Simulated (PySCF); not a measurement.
This script is equivalent to a calculation on Re⁺ (rhenium, charge +1).

```python
from pyscf import gto, scf, dft, mp, cc
import basis_set_exchange as bse
mol = gto.M(atom="Re 0 0 0", charge=1, spin=6, symmetry="D2h",
            basis=gto.basis.parse(bse.get_basis("x2c-TZVPPall", elements=["Re"], fmt="nwchem", augment_diffuse=1)),
            nucmod="G")
mf = scf.UHF(mol).sfx2c1e()
mf.irrep_nelec = {'Ag': (12, 9), 'B1g': (3, 2), 'B2g': (3, 2), 'B3g': (3, 2), 'Au': (1, 1), 'B1u': (6, 6), 'B2u': (6, 6), 'B3u': (6, 6)}
mf.kernel()
```

Question: What total energy does it give?

Answer: -16688.00913 hartree (calculated).

Question: Which occupied shell lies highest, and where?

Answer: 6s α, at -16.054 eV.

Question: What is ⟨S²⟩, and what would a pure spin state give?

Answer: 12.007, against 12.00.

Spin-orbit coupling, which splits the p, d and f shells strongly at this Z, is absent.
